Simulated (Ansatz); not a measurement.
ISn (SMILES [Sn][I]), doublet, at a GFN2-xTB geometry (such geometries of metal compounds can be far from the true shape) (the spin is typed, not shown lowest) (all electrons, no relativity); CAM-B3LYP/3-21G (Ansatz, a program for electronic structure).

The Ansatz input:
Ansatz 0.2 input:
```yaml
crystal:
  periodic: [false, false, false]
  atoms:
    - {symbol: Sn, position_ang: [-0.00000000, -0.00000000, -1.39442545]}
    - {symbol: I, position_ang: [0.00000000, 0.00000000, 1.31549570]}
basis:
  gaussian:
    orbitals: 3-21G.json
hamiltonian:
  xc: cam_b3lyp
magnetization: {spin_polarized: true, initial_magnetization: 1}
```
The basis file holds 3-21G in the JSON format of the Basis Set Exchange.

Write the output that Ansatz gives for this input, abridged.


```
Functional definition: CAM-B3LYP
809 factors; integrals over basis functions are off by at most 1.9e-4 eV
115 factors; integrals over basis functions are off by at most 3.2e-5 eV
mean field evaluation 1: about -350761.8355 eV, gradient 7.6e0 eV
mean field evaluation 2: about -350761.9460 eV, gradient 5.3e0 eV
mean field evaluation 4: about -350762.1981 eV, gradient 9.4e-2 eV
mean field evaluation 8: about -350762.2001 eV, gradient 3.0e-3 eV
mean field -350762.20008085 eV, -12890.2730978126 hartree, gradient 2.4e-5 eV, S^2 0.751052; 0 other end points of the search recorded, 0 dependent functions left out
reference -350762.20016482 eV, -12890.2731008987 hartree; 52, 51 occupied and 14, 15 virtual orbitals, 809 factors
Total energy: -350762.20016482 eV, -12890.2731008987 hartree
```
